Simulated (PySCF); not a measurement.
## S²⁺: ionisation energy

S²⁺ [Ne] 3s2 3p2 (3P) → S³⁺ [Ne] 3s2 3p1 (2P), as a difference of total energies. Computed with PySCF 2.14 in an uncontracted even-tempered set (20 s from 0.028 bohr⁻², ratio 2.5; 14 p from 0.036 bohr⁻², ratio 2.5; 6 d from 0.67 bohr⁻², ratio 2.7; 5 f from 1 bohr⁻², ratio 2.7), with no relativity, point nucleus. Correlated levels: outer shells: 1s2 frozen; virtual orbitals above 40 to 60 times the deepest correlated orbital energy dropped. The calculations carry no spin-orbit coupling.

```tsv
method	ionisation energy (eV)
UHF	34.153
LDA	34.877
PBE	34.834
PBE0	34.874
r2SCAN	35.019
B3LYP	34.826
MN15	34.963
MP2 (outer shells)	34.624
SCS-MP2 (outer shells)	34.527
```

Problem. How much does correlation contribute at MP2 (outer shells)?

Solution. 34.624 − (34.153) = 0.471 eV, measured against UHF.

A first-order spin-orbit estimate (lowest level to lowest level, LS coupling) adds -0.009 eV.

For comparison: 34.86 ± 0.04 eV (semi-empirical (NIST evaluation); NIST Atomic Spectra Database, ionization energies).
